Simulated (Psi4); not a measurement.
Pair of molecules, SMILES N with SMILES O=C=S (the first has 4 atoms); geometry from B3LYP-D3(BJ)/def2-TZVP.
(charge 0, multiplicity 1):
```csv
atom,x (Å),y (Å),z (Å)
N,0.0814,-0.0846,0.0266
H,0.7166,0.6971,-0.0873
H,0.5014,-0.8862,-0.4297
H,-0.7699,0.1382,-0.4762
O,1.1939,1.0150,2.8068
C,0.4173,0.2331,3.1546
S,-0.6220,-0.8134,3.6674
```

These are SAPT0/jun-cc-pV(D+d)Z in Psi4 values and carry that method's errors.

Task: Which attractive term is largest, and how does the interaction split up?

Result: electrostatics -3.39, exchange 3.30, induction -0.52, dispersion -1.31, total -1.92 kcal/mol; the largest attraction is electrostatics.
